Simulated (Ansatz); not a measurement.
Species: MgF (charge +1, singlet). SMILES: [F][Mg+]
Geometry: optimised at B3LYP-D3(BJ)/def2-TZVP (Ansatz, a first-principles code).

Wanted: vertical electron affinity (to the doublet state of charge +0; a negative value means that the extra electron is unbound and the number depends on the basis; each state is the SCF solution reached for its spin), in eV. Valence correlation only, unless marked. Open shells are spin-unrestricted. Spin-orbit coupling is left out. No relativistic terms. CBS marks a two-point X^-3 extrapolation of the correlation energy; Hartree-Fock from the larger set.

CCSD(T)/CBS(def2-TZVPPD,def2-QZVPPD) (Ansatz) gives 7.64 eV.

Problem. Another calculation gave 7.78 eV. Which level was it?
A) wB97X-V/def2-TZVPD (Ansatz)
B) wB97X/def2-TZVPD (Ansatz)
C) BHLYP/def2-TZVPD (Ansatz)

Solution. A, wB97X-V/def2-TZVPD (Ansatz). The others give 7.95 (BHLYP), 7.54 (wB97X) eV.
